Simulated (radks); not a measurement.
Excited configurations of the thulium ion Tm3+: one electron is placed in a higher orbital outside [Xe] 4f11. The ground configuration is [Xe] 4f12. Method: scalar-relativistic Kohn-Sham, r2SCAN, spin-polarised, spherical densities, finite nucleus; open shells are filled with parallel spins first (spin-orbit coupling, left out, can overturn this in heavy ions); meta-GGA in the generalised Kohn-Sham scheme; Fermi nuclear charge, rms radius 5.2256 fm; computed with a radial shooting solver on a logarithmic mesh with Libxc functionals. Excitation = E - E(ground); binding = E(ion) - E, where the ion is the core of charge +4; n* = 4/sqrt(2 binding) in atomic units, and the quantum defect is n - n*.

5d: excitation (eV) 11.887; binding (eV) 32.566; quantum defect 2.415; eigenvalue (eV) -27.278; <r> (bohr) 1.947
5f: excitation (eV) 30.624; binding (eV) 13.829; quantum defect 1.032; eigenvalue (eV) -11.689; <r> (bohr) 4.286
6s: excitation (eV) 14.393; binding (eV) 30.060; quantum defect 3.309; eigenvalue (eV) -27.086; <r> (bohr) 2.834
6p: excitation (eV) 20.882; binding (eV) 23.571; quantum defect 2.961; eigenvalue (eV) -21.077; <r> (bohr) 3.373
6d: excitation (eV) 28.594; binding (eV) 15.859; quantum defect 2.295; eigenvalue (eV) -13.945; <r> (bohr) 4.570
6f: excitation (eV) 35.402; binding (eV) 9.051; quantum defect 1.096; eigenvalue (eV) -7.895; <r> (bohr) 7.517
7s: excitation (eV) 28.539; binding (eV) 15.914; quantum defect 3.301; eigenvalue (eV) -14.344; <r> (bohr) 5.254
7p: excitation (eV) 31.193; binding (eV) 13.260; quantum defect 2.948; eigenvalue (eV) -11.936; <r> (bohr) 6.069
7d: excitation (eV) 34.664; binding (eV) 9.789; quantum defect 2.284; eigenvalue (eV) -8.714; <r> (bohr) 7.767
7f: excitation (eV) 38.121; binding (eV) 6.332; quantum defect 1.137; eigenvalue (eV) -5.604; <r> (bohr) 11.50

The Delta-SCF ionisation energy is 44.453 eV (NIST Atomic Spectra Database: 42.41 eV, semi-empirical). Self-interaction in the functional shifts the binding energies and quantum defects, so they are the method's values and not measured ones. Open shells are spherical and high-spin; term and fine-structure splittings are not resolved. Spin-orbit splitting is averaged out at the scalar-relativistic level.
